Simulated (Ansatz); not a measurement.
Ansatz (an electronic-structure program) input (PBE0/def2-QZVPP):
A basis named .json is the Basis Set Exchange file of that set.

Ansatz 0.2 input:
```yaml
crystal:
  periodic: [false, false, false]
  atoms:
    - {symbol: B, position_ang: [-0.00000000, -0.00000000, -0.61304571]}
    - {symbol: N, position_ang: [0.00000000, 0.00000000, 0.69245456]}
    - {symbol: H, position_ang: [-0.00000000, -0.00000000, -1.78195339]}
basis:
  gaussian:
    orbitals: def2-QZVPP.json
hamiltonian:
  xc: {name: PBE0}
magnetization: {spin_polarized: true, initial_magnetization: 1}
```

Output:

```
Functional definition: PBE0
integrals: 0.02 GiB planned
430 factors; their error is unknown
mean field: 0.44 GiB planned
mean field evaluation 1: about -2174.2477 eV, gradient 2.7e1 eV
mean field evaluation 2: about -2166.4675 eV, gradient 4.7e1 eV
mean field evaluation 4: about -2177.4324 eV, gradient 1.1e0 eV
mean field evaluation 8: about -2177.4393 eV, gradient 1.2e-1 eV
mean field evaluation 16: about -2177.4394 eV, gradient 2.3e-5 eV
mean field -2177.43937295 eV, -80.0194210344 hartree, gradient 2.3e-5 eV, S^2 0.753734; 1 other end points of the search recorded, 0 dependent functions left out
reference -2177.43940150 eV, -80.0194220838 hartree; 7, 6 occupied and 137, 138 virtual orbitals, 430 factors
Total energy: -2177.43940150 eV, -80.0194220838 hartree
```

It need not be the lowest isomer of its formula.
